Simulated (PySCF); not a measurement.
# From MP2 to CCSD(T): MCs along the alkali metals

MP2 and CCSD(T) in PySCF with def2-SVPD on every atom (core potentials on Rb, Cs), for the lowest determinant that a PBE0 search found; no spin–orbit coupling.

| molecule | state (unpaired electrons) | MP2 Re (Å) | MP2 ωe (cm⁻¹) | MP2 De (eV) | CCSD(T) Re (Å) | CCSD(T) ωe (cm⁻¹) | CCSD(T) De (eV) |
| --- | --- | --- | --- | --- | --- | --- | --- |
| CsLi | singlet (closed shell) | 3.802 | 174 | 0.36 | ? | ? | ? |
| CsNa | singlet (closed shell) | 3.945 | 96.7 | 0.35 | 3.960 | 93.4 | 0.55 |
| CsK | singlet (closed shell) | 4.352 | 68.7 | 0.30 | 4.402 | 64.6 | 0.45 |
| CsRb | singlet (closed shell) | 4.472 | 47.9 | 0.24 | 4.571 | 42.9 | 0.36 |
| Cs2 | singlet (closed shell) | 4.701 | 40.1 | 0.24 | 4.790 | 36.3 | 0.36 |

Estimate the CCSD(T) values of CsLi by adding the mean shift from MP2 to CCSD(T) of the other rows, and compare with the calculation.

The mean shifts are +6.3 pm, -4 cm⁻¹ and +0.15 eV, which give 3.865 Å, 170 cm⁻¹ and 0.51 eV. CCSD(T)/def2-SVPD gives Re = 3.789 Å, ωe = 171 cm⁻¹, De = 0.61 eV.

What are the mean differences of MP2 from CCSD(T) over the whole series?

Re -4.8 pm, ωe +4 cm⁻¹, De -0.17 eV.

In a basis of this size CCSD(T) is itself not converged; it tends to give bonds that are too long and too weak.

Correlated steps freeze the inner cores (0 to 5 orbitals); shallow outer-core shells are correlated. Weak bonds: Cs2, CsK, CsLi, CsNa, CsRb. Basis-set superposition, not corrected here, can be much of De in a small basis, most of all at correlated wavefunction levels. Spin–orbit coupling is left out. Where the molecule has an RHF reference, its open-shell atoms are computed with UHF.
